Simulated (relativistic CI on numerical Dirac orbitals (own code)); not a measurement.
Computed by Dirac-Coulomb-Breit CI, KLI orbitals optimised for each configuration, model QED (radiative potential, 1s self-energy scaled to tabulated hydrogen-like ionisation energies), unscaled Slater integrals (own radial code, finite nucleus).

CI space (outside the closed core 1s2): 2s²2p⁴, 2s2p⁵, 2p⁶, 2p⁵3s, 2p⁵3p, 2p⁵3d, 2s²2p³3s, 2s²2p³3p, 2s²2p³3d, 2s2p⁴3s, 2s2p⁴3p, 2s2p⁴3d, 2s²2p³4s, 2s²2p³4p, 2s²2p³4d, 2s²2p³4f, 2s2p⁴4s, 2s2p⁴4p, 2s2p⁴4d, 2s²2p²3s², 2s2p⁴4f, 2s²2p³5s, 2s²2p³5p, 2s²2p²3s3p, 2s²2p³5d, 2s²2p³5f, 2s²2p³5g, 2s²2p²3p², 2s²2p²3s3d, 2s²2p²3p3d, 2s2p³3s², 2s²2p²3d², 2s2p³3s3p, 2s2p⁴5s, 2s2p⁴5p, 2s2p³3p². Levels of other configurations are missing.

At this charge energies of transitions that change n are usually good to better than 1 %, and those within a shell (Δn = 0) to a few per cent.

Outline of the computed level scheme of Cu XXII. Lowest level of each configuration: 2s²2p⁴ ³P2 at 0.00 eV; 2s2p⁵ ³P°2 at 138.38 eV; 2p⁶ ¹S0 at 319.54 eV; 2s²2p³3s ⁵S°2 at 1076.76 eV; 2s²2p³3p ⁵P1 at 1110.70 eV; 2s²2p³3d ⁵D°3 at 1157.00 eV.

Some strong electric-dipole decays among the lowest 45 levels: 2s²2p³3s ³S°1 → 2s²2p⁴ ³P2 (3.9e+12 s⁻¹); 2s²2p³3s ¹D°2 → 2s²2p⁴ ¹D2 (3.5e+12 s⁻¹); 2s²2p³3s ³D°1 → 2s²2p⁴ ³P1 (2.6e+12 s⁻¹); 2s²2p³3s ¹P°1 → 2s²2p⁴ ¹S0 (2.4e+12 s⁻¹); 2s²2p³3s ³P°0 → 2s²2p⁴ ³P1 (1.9e+12 s⁻¹); 2s²2p³3s ³D°3 → 2s²2p⁴ ³P2 (1.9e+12 s⁻¹); 2s²2p³3s ³D°2 → 2s²2p⁴ ³P2 (1.6e+12 s⁻¹); 2s²2p³3s ¹P°1 → 2s²2p⁴ ¹D2 (1.5e+12 s⁻¹).

LS names give the leading component of a level, which can be under half, so a name can repeat, a term be missing and a line seem to break the LS rules.
